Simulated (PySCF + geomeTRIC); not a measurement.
The multiplicity is imposed and other spin states were not computed.

Level of theory: BP86-D3(BJ)/def2-SVP run with PySCF + geomeTRIC. fastk is a local helper that only speeds up exchange builds. No frequencies were computed at this level.

```python
import json, numpy as np
from pyscf import gto, dft
from fastk import lowrank_exchange
atoms = """
Zn     0.037331     0.456538    -0.471055
O     -1.427436    -0.348930    -0.009413
C     -2.741601    -0.385342    -0.486554
H     -3.229893     0.592148    -0.443858
H     -3.267041    -1.068448     0.189546
H     -2.806883    -0.781999    -1.503434
F      1.509989     0.267324     0.362192
"""
def scf(charge, spin, dm0=None):
    mol = gto.M(atom=atoms, basis='def2-svp', ecp={}, charge=charge, spin=spin, verbose=3, max_memory=5040)
    mf = dft.KS(mol, xc='bp86').density_fit(auxbasis="def2-universal-jkfit")
    mf.disp = 'd3bj'
    mf.grids.level = 3
    mf.conv_tol = 1e-8
    mf.max_cycle = 120
    mf.level_shift = 0.25
    mf.kernel(dm0)
    if not mf.converged:
        mf = mf.newton().run(mf.mo_coeff, mf.mo_occ).undo_soscf()
    return mf
mf = scf(0, 0)
from pyscf.geomopt.geometric_solver import kernel as optimize
path = []
done, mol = optimize(mf, maxsteps=120, assert_convergence=False, callback=lambda env: path.append((env["energy"], bool(env["g_scanner"].converged))))
res = dict(converged=bool(done and path[-1][1]), energy=path[-1][0], path=[e for e, c in path], xyz=mol.atom_coords(unit="Angstrom").tolist(), nao=mol.nao)
json.dump(res, open("result.json", "w"))
```

Output:

```
converged SCF energy = -1994.1992711541
Geometry optimization cycle 1
converged SCF energy = -1994.1992711588
cycle 1: E = -1994.19927116  dE = -1994.2  norm(grad) = 0.0562195
Geometry optimization cycle 2
converged SCF energy = -1994.21144817197
cycle 2: E = -1994.21144817  dE = -0.012177  norm(grad) = 0.0262171
Geometry optimization cycle 3
converged SCF energy = -1994.22007436805
cycle 3: E = -1994.22007437  dE = -0.0086262  norm(grad) = 0.0207346
Geometry optimization cycle 4
converged SCF energy = -1994.22435266466
cycle 4: E = -1994.22435266  dE = -0.0042783  norm(grad) = 0.0191251
Geometry optimization cycle 5
converged SCF energy = -1994.22527534647
cycle 5: E = -1994.22527535  dE = -0.000922682  norm(grad) = 0.011468
Geometry optimization cycle 6
converged SCF energy = -1994.22549834382
cycle 6: E = -1994.22549834  dE = -0.000222997  norm(grad) = 0.00445607
Geometry optimization cycle 7
converged SCF energy = -1994.22554847298
cycle 7: E = -1994.22554847  dE = -5.01292e-05  norm(grad) = 0.00202133
Geometry optimization cycle 8
converged SCF energy = -1994.22556022698
cycle 8: E = -1994.22556023  dE = -1.1754e-05  norm(grad) = 0.00126627
Geometry optimization cycle 9
converged SCF energy = -1994.22556219085
cycle 9: E = -1994.22556219  dE = -1.96387e-06  norm(grad) = 0.00119976
Geometry optimization cycle 10
converged SCF energy = -1994.22556284409
cycle 10: E = -1994.22556284  dE = -6.5324e-07  norm(grad) = 0.000962109
Geometry optimization cycle 11
converged SCF energy = -1994.22556416572
cycle 11: E = -1994.22556417  dE = -1.32162e-06  norm(grad) = 0.00072804
Geometry optimization cycle 12
converged SCF energy = -1994.22556527779
cycle 12: E = -1994.22556528  dE = -1.11207e-06  norm(grad) = 0.0005405
Geometry optimization cycle 13
converged SCF energy = -1994.22556578164
cycle 13: E = -1994.22556578  dE = -5.03846e-07  norm(grad) = 0.000363106
<class 'geometric.internal.Distance'> : 6
<class 'geometric.internal.Angle'> : 8
<class 'geometric.internal.Dihedral'> : 4
<class 'geometric.internal.TranslationX'> : 1
<class 'geometric.internal.TranslationY'> : 1
<class 'geometric.internal.TranslationZ'> : 1
<class 'geometric.internal.RotationA'> : 1
<class 'geometric.internal.RotationB'> : 1
<class 'geometric.internal.RotationC'> : 1
Step    0 : Gradient = 2.125e-02/4.073e-02 (rms/max) Energy = -1994.1992711588
Step    1 : Displace = 9.991e-02/1.989e-01 (rms/max) Trust = 1.000e-01 (=) Grad = 9.909e-03/1.580e-02 (rms/max) E (change) = -1994.2114481720 (-1.218e-02) Quality = 1.218
Step    2 : Displace = 1.413e-01/2.415e-01 (rms/max) Trust = 1.414e-01 (+) Grad = 7.837e-03/1.413e-02 (rms/max) E (change) = -1994.2200743680 (-8.626e-03) Quality = 1.421
Step    3 : Displace = 1.596e-01/2.514e-01 (rms/max) Trust = 2.000e-01 (+) Grad = 7.229e-03/1.288e-02 (rms/max) E (change) = -1994.2243526647 (-4.278e-03) Quality = 1.234
Step    4 : Displace = 6.748e-02/1.153e-01 (rms/max) Trust = 2.828e-01 (+) Grad = 4.335e-03/6.694e-03 (rms/max) E (change) = -1994.2252753465 (-9.227e-04) Quality = 1.369
Step    5 : Displace = 4.006e-02/6.891e-02 (rms/max) Trust = 3.000e-01 (+) Grad = 1.684e-03/3.200e-03 (rms/max) E (change) = -1994.2254983438 (-2.230e-04) Quality = 0.892
Step    6 : Displace = 9.483e-03/1.694e-02 (rms/max) Trust = 3.000e-01 (=) Grad = 7.640e-04/1.538e-03 (rms/max) E (change) = -1994.2255484730 (-5.013e-05) Quality = 1.138
Step    7 : Displace = 4.285e-03/6.799e-03 (rms/max) Trust = 3.000e-01 (=) Grad = 4.786e-04/8.023e-04 (rms/max) E (change) = -1994.2255602270 (-1.175e-05) Quality = 0.687
Step    8 : Displace = 6.246e-03/9.585e-03 (rms/max) Trust = 3.000e-01 (=) Grad = 4.535e-04/8.234e-04 (rms/max) E (change) = -1994.2255621909 (-1.964e-06) Quality = 0.157
Step    9 : Displace = 3.273e-03/4.901e-03 (rms/max) Trust = 3.123e-03 (-) Grad = 3.636e-04/6.860e-04 (rms/max) E (change) = -1994.2255628441 (-6.532e-07) Quality = 0.082
Step   10 : Displace = 1.558e-03/2.746e-03 (rms/max) Trust = 1.561e-03 (-) Grad = 2.752e-04/4.818e-04 (rms/max) E (change) = -1994.2255641657 (-1.322e-06) Quality = 0.168
Step   11 : Displace = 8.070e-04/1.335e-03 (rms/max) Trust = 7.790e-04 (-) Grad = 2.043e-04/3.697e-04 (rms/max) E (change) = -1994.2255652778 (-1.112e-06) Quality = 0.287
Step   12 : Displace = 7.782e-04/1.292e-03 (rms/max) Trust = 7.790e-04 (=) Grad = 1.372e-04/2.105e-04 (rms/max) E (change) = -1994.2255657816 (-5.038e-07) Quality = 0.169
Converged! =D
```

Cost: very roughly 2.2 core-minutes.
